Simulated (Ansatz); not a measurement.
FHO3W, SMILES `[O]=[W](=[O])([OH])[F]`, relaxed with RKS PBE0-D4/def2-TZVP in Ansatz from a PBE-D4/def2-SVP geometry. The force threshold is 0.005 eV/Å; the program also tests the step.

Charge 0, multiplicity 1. W: def2 effective core potential.

Start:

```xyz
6

O    -1.573    0.910    0.717
W    -0.269   -0.140    0.316
O     0.931    0.076    1.530
O     0.428    0.419   -1.350
F    -0.869   -1.922    0.334
H     1.353    0.657   -1.548
```

```tsv
step	energy (eV)	largest force (eV/Å)	largest move (Å)
1	-10700.3045	1.378	0.000
2	-10700.3628	0.215	0.053
3	-10700.3642	0.025	0.006
4	-10700.3642	0.004	0.003
```

End:

```xyz
6

O    -1.568    0.899    0.718
W    -0.267   -0.120    0.325
O     0.924    0.076    1.521
O     0.418    0.407   -1.335
F    -0.840   -1.886    0.301
H     1.333    0.623   -1.530
```

Hardware: 4 threads of a server CPU on a shared host. Wall time 9 s, peak host memory 0.39 GiB.
